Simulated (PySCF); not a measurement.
Compound: C5H8ClF.
Numbering: `[CH3:1]/[C:2](=[CH:3]\[CH2:4][Cl:5])[CH2:6][F:7]` (hydrogens: H8, H9, H10 on C1; H11 on C3; H12, H13 on C4; H14, H15 on C6)

Cartesian coordinates in Å at the GFN2-xTB level; atoms count from 1:
```xyz
15
C5H8ClF angstrom
C     -0.6060    1.2537   -0.5140
C     -0.4424   -0.1414    0.0112
C      0.7168   -0.6413    0.4297
C      1.9966    0.1139    0.4213
Cl     2.6978    0.1344   -1.2441
C     -1.7084   -0.9484    0.0364
F     -1.5465   -2.1725    0.6303
H     -0.5374    1.9758    0.2994
H     -1.5724    1.3744   -0.9968
H      0.1766    1.4820   -1.2338
H      0.7656   -1.6657    0.7667
H      2.7464   -0.3560    1.0541
H      1.8654    1.1591    0.6984
H     -2.4879   -0.4228    0.6024
H     -2.0687   -1.1373   -0.9832
```

A PySCF run (density fitting, gas phase, GFN2-xTB geometry) gave HOMO -9.13 eV, LUMO 0.99 eV, dipole 2.53 D and E = -755.267 Eh.

Question: Which of these levels was it?
A. wB97X-D/6-31++G**
B. B3LYP/3-21G
C. B97-2/6-31++G**

Answer: A. It is wB97X-D/6-31++G**. All candidates on this geometry:

```csv
level and settings,kind,basis functions,SCF cycles,E (Eh),HOMO (eV),LUMO (eV),dipole (D)
"B97-2/6-31++G**, start guess huckel",global hybrid,178,19,-755.3034,-7.07,-0.71,2.51
B3LYP/3-21G,global hybrid,83,14,-751.5519,-6.92,-0.40,2.58
wB97X-D/6-31++G**,range-separated hybrid,178,14,-755.2674,-9.13,0.99,2.53
```

The nearest other candidate, by the summed differences of HOMO and LUMO, is B3LYP/3-21G: its HOMO differs by +2.21 eV and its LUMO by -1.39 eV. wB97X-D ran without the empirical dispersion term, which would shift the total energy alone. Cycle counts include a coarse-grid stage where the run had one. All basis functions are spherical, in the Pople sets too.
